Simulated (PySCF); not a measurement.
Species: C6H12N2Si.
Bonds: C1–C2, C2–C3 (aromatic), C3–C4 (aromatic), C4–N5 (aromatic), N5–Si6, Si6–C7, Si6–C8, N5–N9 (aromatic), C2–N9 (aromatic). Hydrogens: H10, H11, H12 on C1; H13 on C3; H14 on C4; H15 on Si6; H16, H17, H18 on C7; H19, H20, H21 on C8.

Definitions: NICS(0) = −σiso at the ring centroid; NICS(1) = −σiso and NICS(1)zz = −σzz at ±1 Å along the ring normal z. Level: GIAO PBE0/pcSseg-1 (PySCF, non-relativistic, gas phase) on the GFN2-xTB geometry, one conformer.

Ring bond lengths (Å), with Mayer bond orders in brackets: C2–C3 1.414 (1.24), C3–C4 1.367 (1.51), C4–N5 1.355 (1.15), N5–N9 1.347 (1.16), N9–C2 1.315 (1.54).

**Question.** Give the NICS values of each ring in ppm.

**Answer.** 
```tsv
ring	type	NICS(0)	NICS(1), two faces	NICS(1)zz, two faces	rms pucker (Å)	centre to ring atoms, mean (Å)
C2–C3–C4–N5–N9	5-membered ring with 2 N; formal bonds all aromatic	-11.9	-11.9 / -11.5	-29.6 / -29.3	0.00	1.16
```

**Question.** What do they say, and how far can they be read as aromaticity?

**Answer.** 
- C2–C3–C4–N5–N9: mean NICS(1)zz -29.4 ppm, shielded. The ring is flat and has no four-coordinate atom; by the NICS criterion it is aromatic.

**Question.** And the bond-length index? HOMA = 1 − mean of α(R − Ropt)² over the ring bonds, with Krygowski's 1993 parameters (CC: Ropt 1.388 Å, α 257.7 Å⁻²; CN: Ropt 1.334 Å, α 93.52 Å⁻²; NN: Ropt 1.309 Å, α 130.33 Å⁻²).

**Answer.** 
- C2–C3–C4–N5–N9: HOMA 0.89; the largest term is that of N5–N9, α(R − Ropt)² = 0.19. The geometric and the magnetic index point the same way.

**Question.** What are the shieldings of the ring atoms and their hydrogens in the same run (means over atoms taken as equivalent)?

**Answer.** 
| atoms | environment | σ isotropic (ppm) |
| --- | --- | --- |
| C2 | substituted aromatic carbon | 30.8 |
| C3 | aromatic CH carbon | 74.3 |
| C4 | aromatic CH next to a ring nitrogen | 47.9 |
| N5 | pyrrole-type nitrogen | 37.5 |
| N9 | pyridine-type nitrogen | -78.4 |
| H13 | aromatic hydrogen | 25.33 |
| H14 | aromatic hydrogen | 24.26 |

Hardware: one thread of an Arm Neoverse V2, on a shared host. Cost: 50 s of wall time (with the writing of density and orbital grids). This is the whole shielding run at PBE0/pcSseg-1, SCF included.

Shape of the structure used: `[CH3:1][c:2]1[cH:3][cH:4][n:5]([SiH:6]([CH3:7])[CH3:8])[n:9]1`: C4–N5–Si6–C7 -153°.
